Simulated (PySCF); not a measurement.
Se(Me)(SMe) (C₂H₆SSe), SMILES CS[Se]C.

Geometry: ωB97X-D3(BJ)/def2-SVP. One conformer was computed; it need not be the lowest.

All values below come from PySCF 2.14.0 with TDA-CAM-B3LYP/def2-SVPD.

Vertical excitations. Gas-phase values at a fixed geometry.

```tsv
state	energy (eV)	λ (nm)	f	main pairs
S1	4.26	291	0.005	HOMO→LUMO 92 %
S2	4.63	268	0.005	HOMO−1→LUMO 90 %
S3	5.63	220	0.004	HOMO→LUMO+1 72 %, HOMO→LUMO+2 12 %
S4	6.23	199	0.036	HOMO→LUMO+2 48 %, HOMO→LUMO+3 28 %, HOMO→LUMO+1 15 %
S5	6.26	198	0.001	HOMO−1→LUMO+3 42 %, HOMO−1→LUMO+1 17 %, HOMO−1→LUMO+5 10 %, HOMO→LUMO+3 7 %
S6	6.40	194	0.013	HOMO−1→LUMO+1 34 %, HOMO−1→LUMO+2 24 %, HOMO→LUMO+3 13 %, HOMO→LUMO+2 10 %
S7	6.57	189	0.005	HOMO−1→LUMO+2 27 %, HOMO→LUMO+3 26 %, HOMO−1→LUMO+3 14 %, HOMO→LUMO+2 10 %
S8	6.59	188	0.036	HOMO−1→LUMO+2 34 %, HOMO−1→LUMO+1 31 %, HOMO−1→LUMO+4 12 %, HOMO−1→LUMO+3 9 %
S9	6.95	178	0.018	HOMO→LUMO+4 57 %, HOMO→LUMO+5 15 %, HOMO→LUMO+3 10 %
S10	7.10	175	0.071	HOMO→LUMO+5 65 %, HOMO→LUMO+4 20 %
T1	3.58	346	0	HOMO→LUMO 90 %
T2	3.96	313	0	HOMO−1→LUMO 88 %
T3	5.00	248	0	HOMO→LUMO+1 67 %
T4	5.62	221	0	HOMO−2→LUMO 75 %
```
Triplets are in the Tamm–Dancoff approximation.
